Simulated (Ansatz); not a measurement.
Consider the cleavage of the Si–B bond: `FB[Si](F)(F)F` + H₂Se → `F[Si](F)(F)[SeH]` + `BF`.

Isolated molecules relaxed with PBE0-D4/def2-TZVP in Ansatz; ΔE leaves out vibrations. CCSD(T)/CBS is the MP2 limit (def2-TZVPP, def2-QZVPP) plus CCSD(T) − MP2 in def2-TZVPP, frozen cores. This one scheme is used for every species. Functionals use def2-TZVPP. B3LYP here is the variant with VWN-RPA as its local correlation; programs differ in this. HSE06 is defined as in plane-wave codes. For Se outer-core shells are correlated without core-valence functions, which leaves a few kJ/mol of doubt a bond. Scalar relativity is left out up to krypton. Each species was taken in one conformer, which may not be the lowest.

```
             level  ΔE (kJ/mol)  difference from CCSD(T)/CBS
       LDA (SPW92)        -78.3                         12.1
            PBE-D4        -79.8                         10.6
         revPBE-D4        -81.0                          9.4
           BLYP-D4        -80.1                         10.3
         r2SCAN-D4        -89.1                          1.3
            B97M-V        -84.8                          5.6
           PBE0-D4        -84.9                          5.5
          B3LYP-D4        -84.1                          6.3
        r2SCANh-D4        -90.2                          0.2
        r2SCAN0-D4        -91.7                         -1.3
          HSE06-D4        -85.1                          5.3
          BHLYP-D4        -90.2                          0.2
      CAM-B3LYP-D4        -82.7                          7.7
           ωB97X-V        -83.8                          6.6
           ωB97M-V        -89.5                          0.9
            B2PLYP        -86.3                          4.1
          PBE-QIDH        -91.1                         -0.7
               PBE        -77.6                         12.8
            revPBE        -76.8                         13.6
              BLYP        -75.4                         15.0
            r2SCAN        -88.8                          1.6
             B3LYP        -80.3                         10.1
           r2SCANh        -89.9                          0.5
           r2SCAN0        -91.3                         -0.9
             BHLYP        -85.7                          4.7
         CAM-B3LYP        -80.7                          9.7
           LC-ωPBE        -81.8                          8.6
RPA@PBE/def2-TZVPP        -81.2                          9.2
      MP2/def2-SVP        -86.4                          4.0
     CCSD/def2-SVP        -76.3                         14.1
  CCSD(T)/def2-SVP        -76.5                         13.9
    MP2/def2-TZVPP        -96.5                         -6.1
SCS-MP2/def2-TZVPP        -91.7                         -1.3
CCSD(T)/def2-TZVPP        -85.7                          4.7
     HF/def2-QZVPP        -89.1                          1.3
    MP2/def2-QZVPP        -99.3                         -8.9
SCS-MP2/def2-QZVPP        -94.0                         -3.6
      HF/CBS(def2)        -89.2                          1.2
     MP2/CBS(def2)       -101.1                        -10.7
    CCSD/CBS(def2)        -89.7                          0.7
       CCSD(T)/CBS        -90.4                            0
```

Largest T1 diagnostic among the species: 0.013.

Leaving LDA and LC-ωPBE aside and taking each functional with its dispersion term where it has one, the values spread over 11.9 kJ/mol, from r2SCAN0-D4 to PBE-D4. From PBE to PBE0 (25 % exact exchange), in def2-TZVPP and without D4, ΔE moves by −5.5 kJ/mol.

CCSD(T)/CBS has its own doubt, a few kJ/mol and more with outer-core shells, so smaller differences from it don't rank the levels.
